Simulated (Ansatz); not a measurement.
Basis-set extrapolation for H₇OSi₃ (`O[Si]([SiH3])[SiH3]`) radical (PBE0-D4/def2-TZVP geometry, frozen core, the Gaussian-basis code of Ansatz). Multiplicity 2, UHF reference.

|  | def2-TZVPP | def2-QZVPP |
| --- | --- | --- |
| HF | -945.804233 | -945.835139 |
| MP2 correlation | -0.596398 | -0.643037 |
| CCSD(T) correlation | -0.682007 | not run |

Energies in hartree. Use E(X) = E(∞) + A·exp(−7.88·√X) for Hartree–Fock and E(X) = E(∞) + B·X^(−2.97) for correlation, with X = 3 and 4, and add CCSD(T) minus MP2 of the smaller set to the MP2 limit.

Q: What is the CCSD(T) energy at the basis-set limit?

A: HF limit: -945.835139 + (-0.030906) × 0.13774 = -945.83940. MP2 limit: -0.643037 + (-0.046639) × 0.74074 = -0.67758. Higher-order term: -0.682007 − (-0.596398) = -0.08561. Total: -946.60259 hartree, 73.0 kcal/mol below CCSD(T)/def2-TZVPP.
